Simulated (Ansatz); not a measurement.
A nudged elastic band was laid between two geometries of CH₄Cl₂Sn (8 atoms, charge 0, multiplicity 1).

Method: RKS revPBE/def2-SVP in Ansatz.

```yaml
movable_images: 5
climbing_image: from the first iteration
spring: 5.0 eV/Å²
optimiser: fire
start_path: through a guess of the saddle point
force_threshold: 0.05 eV/Å
iteration_limit: 60
end_points: relaxed
```

Initial state:

```xyz
8
Properties=species:S:1:pos:R:3
Cl 1.064 -0.226 2.129
C 1.052 -0.170 0.321
Cl 2.056 1.191 -0.322
Sn -1.035 0.026 -0.412
H 1.538 -1.103 -0.020
H -1.631 1.526 0.193
H -1.001 0.010 -2.143
H -1.950 -1.311 0.198
```

Final state:

```xyz
8
Properties=species:S:1:pos:R:3
Cl 1.409 -1.662 1.005
C 1.080 -0.045 0.263
Cl 1.409 1.309 1.417
Sn -1.029 0.051 -0.425
H 1.806 0.069 -0.564
H -1.281 1.589 -1.178
H -1.289 -1.236 -1.553
H -2.013 -0.132 0.979
```

(1) What changes between the two ends?

(2) Give the energies along the band, and the barrier.

(3) What is the geometry of the highest image?

Results:

(1) No bond is made or broken. The dihedral Cl3–C2–Sn4–H7 goes from 59 to 179°. The two ends are copies of one structure, up to a mirror image or an exchange of like atoms.

(2) The run converged. The highest image is number 3 of 0 to 6, 0.059 eV above the ends, which have the same energy within 2 meV. Another band between the same ends (5 images) ends at a top of the same energy, where a vibrational analysis finds 1 clearly imaginary mode.

| image | path coordinate (Å) | energy (eV) | dihedral Cl3–C2–Sn4–H7 (°) |
| --- | --- | --- | --- |
| 0 | 0.00 | 0.000 | 59 |
| 1 | 0.67 | 0.015 | 78 |
| 2 | 1.34 | 0.045 | 98 |
| 3 | 2.00 | 0.059 | 118 |
| 4 | 2.67 | 0.044 | 138 |
| 5 | 3.34 | 0.014 | 158 |
| 6 | 4.01 | 0.000 | 179 |

(3) 
```xyz
8
Properties=species:S:1:pos:R:3:forces:R:3
Cl 1.181 -1.098 1.805 -0.01 -0.01 -0.01
C 1.074 -0.113 0.294 0.02 0.00 0.00
Cl 1.804 1.526 0.507 -0.01 0.00 -0.01
Sn -1.038 0.042 -0.414 0.00 0.01 0.01
H 1.701 -0.632 -0.455 0.00 0.00 0.00
H -1.452 1.714 -0.534 0.00 0.00 0.00
H -1.120 -0.718 -1.971 0.01 0.00 0.00
H -2.057 -0.778 0.712 -0.01 0.00 0.00
```

The run took 3.3 min on 2 threads of Arm Neoverse V1, on a shared host, peak memory 0.14 GiB.
